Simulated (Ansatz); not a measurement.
Reaction (ligand exchange at the Si–C bond): `CC[Si]F` + `CNC` → `CN(C)[Si]F` + `CC`

Computed with Ansatz on PBE0-D4/def2-TZVP structures; ΔE is electronic, products minus reactants. CCSD(T)/CBS adds triple-zeta CCSD(T) − MP2 to the extrapolated MP2 energy (def2 sets, frozen cores). This one scheme is used for every species. Functionals use def2-TZVPP. HSE06 is defined as in plane-wave codes. One conformer a species, not always the lowest.

```
          level  ΔE (kJ/mol)  difference from CCSD(T)/CBS
        BLYP-D4       -152.4                         -4.3
        PBE0-D4       -146.3                          1.8
     r2SCAN0-D4       -151.3                         -3.2
       BHLYP-D4       -151.4                         -3.3
           BLYP       -147.7                          0.4
         r2SCAN       -153.0                         -4.9
           PBE0       -144.4                          3.7
          HSE06       -144.4                          3.7
        LC-ωPBE       -144.2                          3.9
   MP2/def2-SVP       -157.4                         -9.3
  CCSD/def2-SVP       -149.2                         -1.1
 MP2/def2-TZVPP       -156.2                         -8.1
CCSD/def2-TZVPP       -147.0                          1.1
  HF/def2-QZVPP       -143.9                          4.2
 MP2/def2-QZVPP       -155.5                         -7.4
  MP2/CBS(def2)       -154.8                         -6.7
    CCSD(T)/CBS       -148.1                            0
```

(1) What do rigid-rotor, harmonic-oscillator terms from PBE0-D4/def2-TZVP frequencies (298.15 K, 1 bar) make of the CCSD(T)/CBS value? (Best estimate.)

Largest T1 diagnostic among the species: 0.013.

## Answers

(1) Ansatz gave: ΔZPE = +3.1 kJ/mol, ΔH = -145.6 kJ/mol, ΔS = -37 J/(mol·K), ΔG = -134.5 kJ/mol. Modes under 50 cm⁻¹ make the entropy rough.

At CCSD(T), def2-SVP lies −3.6 kJ/mol from the extrapolated value and def2-TZVPP −1.4 kJ/mol. The D4 term adds −3.6 kJ/mol with B3LYP and −1.9 kJ/mol with PBE0; it sums over pairs of atoms, weighted by their polarisabilities, and B3LYP, whose exchange is more repulsive, gets the larger term.

B3LYP here is the variant with VWN-RPA as its local correlation; programs differ in this.
